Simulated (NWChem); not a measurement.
N2H4Te; SMILES N[Te]N

```xyz
7

Te     0.0000     0.0000     0.3412
N     -1.6430     0.0000    -0.8578
H     -1.7403    -0.8335    -1.4327
H     -1.7403     0.8335    -1.4327
N      1.6430     0.0000    -0.8578
H      1.7403     0.8335    -1.4327
H      1.7403    -0.8335    -1.4327
```
Atoms are numbered in this order, from 1.

All runs: NWChem. Coordinates come from a PBE0/def2-SVP optimisation. def2 effective core potentials on Te; no spin-orbit coupling.

For level PBE/def2-SVP (core potentials):

- highest occupied level (eV) = -4.74
- orbital gap (eV) = 3.86
- dipole (D) = 2.44

### Question
How do the values read with level PBE/STO-3G (all-electron, non-relativistic) instead?

### Answer
| Property | Value |
|---|---|
| highest occupied level (eV) | -2.38 |
| orbital gap (eV) | 5.17 |
| dipole (D) | 3.31 |
